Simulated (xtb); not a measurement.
Al(Cl)2(SiH3) (AlCl2H3Si), SMILES [Cl][Al]([Cl])[SiH3]. All values are semi-empirical tight-binding results from xtb (GFN2-xTB unless named), good for trends rather than for accurate numbers. Geometry optimised at GFN2-xTB.

For metal compounds this method's bond lengths and energies can be far off.

Question: Estimate the properties. (The exact figures need the calculation; the answer reports its results.)

Answer: 
| Property | Value |
|---|---|
| orbital gap | 3.74 eV |
| zero-point energy | 16.4 kcal/mol |
| G − E(el) at 298.15 K (modified RRHO) | -4.8 kcal/mol |
